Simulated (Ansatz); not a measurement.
Be₂Te₂⁺. Charge 1, multiplicity 2. Geometry PBE0-D4/def2-TZVP, that of the neutral singlet; atoms count from 1.

```xyz
4

Be    0.654   -0.040   -0.813
Be   -0.654    0.040    0.813
Te   -1.218    1.214   -1.039
Te    1.218   -1.214    1.039
```

In the def2 sets Te takes a core potential; there is no spin–orbit coupling. The structure comes from a short search, and lower isomers may exist.

(1) Estimate the Mulliken populations from the PBE0/def2-TZVP orbitals of Ansatz.

(2) Where does the spin sit?

(3) And the Mayer bond orders between heavy atoms (over 0.3)?

Results:

(1) 
```csv
atom,charge (e),spin (α − β)
Be1,0.12,-0.12
Be2,0.12,-0.12
Te3,0.38,0.62
Te4,0.38,0.62
```
Mulliken values depend strongly on the basis.

(2) Summed by element: Be -0.23, Te 1.23, of 1 unpaired in all. Largest on single atoms: Te3 0.62, Te4 0.62, Be1 -0.12.

(3) Be1–Be2 0.43 (2.09 Å); Be1–Te3 1.12 (2.26 Å); Be1–Te4 1.12 (2.26 Å); Be2–Te3 1.12 (2.26 Å); Be2–Te4 1.12 (2.26 Å).
